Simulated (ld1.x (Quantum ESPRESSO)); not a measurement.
**What one change does to a pseudopotential (silicon, TM)**

Si (Z = 14), norm-conserving Troullier–Martins (Kleinman–Bylander form), made with ld1.x (Quantum ESPRESSO) 7.5 (LDA (PZ), scalar-relativistic). Core [Ne], reference 3s2 3p1.75 (charge +0.25). Waves: 3p (bound): rc 1.90 bohr; 3d channel at -0.1 Ry: rc 1.65 bohr; 3s (bound): rc 1.85 bohr. Local part: the s channel. Core correction: none.

Change: all radii scaled by about 0.76 (s 1.40, p 1.44, d 1.26 bohr).

Cutoffs: the cutoffs (Ry, on a coarse ladder) from which the occupation-weighted sum of valence levels, in a spherical-Bessel basis at the reference potential, stays within 10 and 1 mRy of its value at 400 Ry; they do not see the model core or the augmentation charge, which bear on the density cutoff. Errors are all-electron minus pseudo energies relative to the spin-unpolarised reference configuration.

Q: How do hardness, ghosts and transferability respond?

A: The potential gets harder (15 Ry and 35 Ry → 45 Ry and 80 Ry); of the 9 tests that both files solve, the error grows in 2 and shrinks in 0 by more than 15 % and 0.3 meV (median size 13.4 → 16.7 meV); neither file shows a bound ghost. A smaller radius makes the pseudo-wave follow the all-electron one further in, where it bends more sharply, so more plane waves are needed.

| quantity | base | changed |
| --- | --- | --- |
| cutoff, loose | 15 Ry | 45 Ry |
| cutoff, tight | 35 Ry | 80 Ry |
| loose cutoff by channel (10 mRy a level) | p 6 Ry, s 12 Ry | p 35 Ry, s 25 Ry |
| bound ghosts | none | none |
| error for 3s2 3p2, meV [ΔE -1.26 eV] | +0.2 | +0.2 |
| error for 3s2 3p1, meV [ΔE 6.57 eV] | +3.0 | +3.0 |
| error for 3s2 3p0, meV [ΔE 22.69 eV] | +34 | +31 |
| error for 3s1 3p2, meV [ΔE 13.98 eV] | +13 | +17 |
| error for 3s2 3p1.5, meV [ΔE 1.71 eV] | +0.2 | +0.2 |
| error for 3s1 3p0, meV [ΔE 56.83 eV] | +225 | +214 |
| error for 3s1 3p3, meV [ΔE 5.55 eV] | +3.1 | +4.9 |
| error for 3s2 3p1.75 (spin-polarised), meV [ΔE -0.50 eV] | +36 | +35 |
| error for 3s2 3p2 (spin-polarised), meV [ΔE -1.87 eV] | +41 | +40 |
